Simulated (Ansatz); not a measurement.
**Reading a saddle point**

A first-order saddle point of Si$_{2}$H$_{5}$O$_{2}$F$_{3}$, singlet, PBE0-D4/def2-TZVP, with one imaginary mode of 872i cm⁻¹:

```xyz
12
angstrom
Si 0.0420 1.1642 0.5653
O 0.2087 -0.4708 -0.1456
Si -0.8627 -1.7046 -0.5620
F -1.5671 0.9631 0.5078
F 0.0439 2.5593 -0.2165
F 0.2007 1.2458 2.1377
H 1.2793 -0.1826 -0.2296
O 1.8010 0.9352 0.2547
H -1.5977 -2.1160 0.6495
H 0.0007 -2.7967 -1.0656
H -1.7673 -1.2148 -1.6216
H 2.2185 1.6180 -0.2741
```

Computed with Ansatz 0.2.0 (basis: def2-TZVPP and def2-QZVPP); correlated methods freeze the cores. Extrapolation: Hartree–Fock as exp(−7.88 √X), correlation as X^−2.97.

Q: Which contacts change along the imaginary mode, and what lies on either side? (Judge from chemistry; the calculation decides.)

A: The calculation gives: The step is Si₂H₃OF₃ ([F][Si]([F])([F])[O][SiH3]) + H₂O → SiHOF₃ ([OH][Si]([F])([F])[F]) + SiH₄O ([OH][SiH3]), with the molecules in contact on both sides. Shortening one way: Si1–O8, O2–H7; lengthening the same way: Si1–O2, H7–O8.
```json
{"pair": "Si1–O8", "one side (Å)": "3.00", "saddle (Å)": "1.80", "other side (Å)": "1.62"}
{"pair": "O2–H7", "one side (Å)": "3.48", "saddle (Å)": "1.11", "other side (Å)": "0.96"}
{"pair": "Si1–O2", "one side (Å)": "1.58", "saddle (Å)": "1.79", "other side (Å)": "2.91"}
{"pair": "H7–O8", "one side (Å)": "0.96", "saddle (Å)": "1.33", "other side (Å)": "2.30"}
```

Q: Which side is lower, and how far does the saddle lie above each? (To be estimated.)

A: Computed: The side with Si1–O2, H7–O8 short is lower by 7.82 kcal/mol; the saddle lies 30.10 kcal/mol above it and 22.28 kcal/mol above the other (CCSD(T) at an estimated basis limit (MP2 extrapolated from triple and quadruple zeta, plus CCSD(T) − MP2 in triple zeta); electronic energies).

The T1 diagnostic stays at or below 0.012.

Labels in which every atom is bracketed show which atoms are joined, not bond orders.

For scale, one of the runs: CCSD(T)/def2-TZVPP, 309 basis functions, launched by `ansatz run in.yaml --threads 4 --pin off --events-out ev --progress --plain --max-ram 46080MiB --backend cuda --devices 0, --max-vram 37GiB`. Hardware: 4 CPU threads of an AMD EPYC 7R13 and a share of one NVIDIA H100, shared host. Wall time 7 s; peak host memory 0.87 GiB.
